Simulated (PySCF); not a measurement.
An unknown is described by computed data only.

Formula: C4H2F2O2.

| Quantity | Value |
| --- | --- |
| Dipole | 1.39 D [PBE0/pcSseg-1] |
| 1H NMR | chemical shifts (computed TMS as zero) by class: 5.89 (2 H) ppm [GIAO PBE0/pcSseg-1] |
| NMR, other nuclei | isotropic shieldings of nuclei other than C and H, by class: 184 (1 O), 283 (1 O), 308 (2 F) ppm [GIAO PBE0/pcSseg-1] |
| Rotational structure | rotational constants A, B, C: 3.531, 1.941, 1.252 GHz [GFN2-xTB] |
| 13C NMR | chemical shifts (computed TMS as zero) by class: 165.1 (2 C), 114.8 (2 C) ppm [GIAO PBE0/pcSseg-1] |
| Couplings | largest of the computed one-bond spin–spin couplings (means over like bonds): 19F–13C -338.3 (×2), 13C–1H +210.3 (×2), 13C–13C +131.7 (×2), 17O–13C +26.9 (×2), 17O–13C +18.5 (×2) Hz [B3LYP/pcJ-1, spin–dipole term left out for some pairs] |

Electronic properties: PySCF, gas phase, density fitting. Levels stand in brackets. Isolated species at its GFN2-xTB geometry, gas phase. NMR values are class means; diastereotopic atoms form classes of their own.

Problem. Give a SMILES that accounts for the data.

Solution. Numbering: `[F:1][C:2]1=[CH:3][O:4][CH:5]=[C:6]([F:7])[O:8]1`. Its formula, C4H2F2O2, gives 3 degrees of unsaturation: 1 ring and 2 π bonds in the structure found. 4 carbons fall into 2 classes; from least to most shielded: vinylic C–F carbon [C2/C6] (165.1 ppm, 2 C), vinylic carbon bearing oxygen [C3/C5] (114.8 ppm, 2 C). All hydrogens form one class (5.89 ppm): vinylic hydrogen. The other shieldings belong to: 184 ppm, cyclic ether oxygen [O8]; 283 ppm, cyclic ether oxygen [O4]; 308 ppm, vinyl fluorine [F1/F7]. The couplings run between: -338.3 Hz, vinyl fluorine [F1] and vinylic C–F carbon [C2] (with 1 like pair); +210.3 Hz, vinylic carbon bearing oxygen [C3] and its hydrogen (with 1 like pair); +131.7 Hz, vinylic C–F carbon [C2] and vinylic carbon bearing oxygen [C3] (with 1 like pair); +26.9 Hz, cyclic ether oxygen [O4] and vinylic carbon bearing oxygen [C3] (with 1 like pair); +18.5 Hz, cyclic ether oxygen [O8] and vinylic C–F carbon [C2] (with 1 like pair). The optimised geometry has point group C2v and is an asymmetric top. Structure: `FC1=COC=C(F)O1`. Computed isomers that give other values at the same levels: `FC1=COC(F)=CO1` (rotational constant A: 5.613 GHz; this holds for the one conformer computed); `O=c1cc1OC(F)F` (13C chemical shifts (computed TMS as zero) by class: 170.3 (1 C), 142.7 (1 C), 127.5 (1 C), 125.4 (1 C) ppm); `C#CC(=O)OC(F)F` (rotational constant A: 4.607 GHz; this holds for the one conformer computed). The assignments are read from this structure; whether some other isomer fits the data as well wasn't checked.
